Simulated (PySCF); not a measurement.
A GIAO shielding run with PySCF 2.14.0 with density-fitted response routines (density fitting, non-relativistic, gas phase) on SMILES C=C(Cl)c1scnc1SC, C6H6ClNS2:

```
$ OMP_NUM_THREADS=1 python probes_run.py task.json out

{"job": {"kind": "nmr", "xc": "PBE0", "basis": "pcSseg-1"}, "charge": 0, "multiplicity": 1}
C      3.077712    -1.209575     0.577699
C      1.753483    -1.187930     0.431190
Cl     0.841192    -2.653242     0.608782
C      0.973410    -0.019018     0.129106
S      1.744655     1.536097    -0.054546
C      0.192510     2.225070    -0.367042
N     -0.789549     1.402236    -0.340009
C     -0.387831     0.137409    -0.065219
S     -1.600766    -1.111723     0.005933
C     -3.075182    -0.119856    -0.359898
H      3.600722    -2.119016     0.804739
H      3.659102    -0.310878     0.468831
H      0.079020     3.271817    -0.568608
H     -3.188199     0.650098     0.395365
H     -3.912970    -0.809181    -0.334514
H     -2.974907     0.326638    -1.343220
```

Hardware: 1 thread of an Arm Neoverse N1, shared host. The job also computes population analyses, field gradients, ring-centre shieldings.

Task: How large is the calculation?

Result: 98 electrons, 221 basis functions and 1209 auxiliary functions.

Task: How long does it take, and how much memory does it need?

Result: 97 s of wall time, with 15 SCF cycles and 5 response iterations; peak memory 1 GiB. Times on a shared host scatter by some tens of per cent.
